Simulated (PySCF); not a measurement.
## Relaxation of singlet IO3Br

These are results of PBE0 in PySCF with I def2-SVP with ECP28, O def2-SVP, Br def2-SVP; scalar-relativistic core potentials, no spin–orbit coupling; density-fitted integrals, not measurements. A (50,194) grid was used.

A start displaced from a saddle point along its imaginary mode, with no symmetry imposed:

```xyz
5
charge 0 multiplicity 1, angstrom
I     0.0143   -0.6255   -0.3035
O    -0.1200   -2.4340    0.3762
O     1.6302   -0.9001    0.5408
O    -1.6128   -1.0130    0.5851
Br   -0.0023    1.8869    0.1836
```

Optimiser trace:
| step | E − E(last) (kJ/mol) | largest gradient (Eh/bohr) |
| --- | --- | --- |
| 0 | 207.21 | 0.04157 |
| 1 | 115.19 | 0.06299 |
| 2 | 17.40 | 0.01818 |
| 3 | 4.63 | 0.01309 |
| 4 | 2.13 | 0.01219 |
| 5 | 0.65 | 0.00732 |
| 6 | 0.18 | 0.00288 |
| 7 | 0.02 | 0.00076 |
| 8 | 0.00 | 0.00029 |
| 9 | 0.00 | 0.00022 |

It ends at C1 with I–Br 2.599 Å, I–O 1.786 Å, I–O 1.952 Å, I–O 2.054 Å, O–O 1.505 Å; Br–I–O 97.0°, Br–I–O 97.9°, Br–I–O 140.8°, I–O–O 64.4°, I–O–O 71.6°, O–I–O 44.0°, O–I–O 100.4°, O–I–O 110.7°. No frequency check is given, so it may be a saddle point.

The relaxation took about 2.4 core-minutes on a shared host.
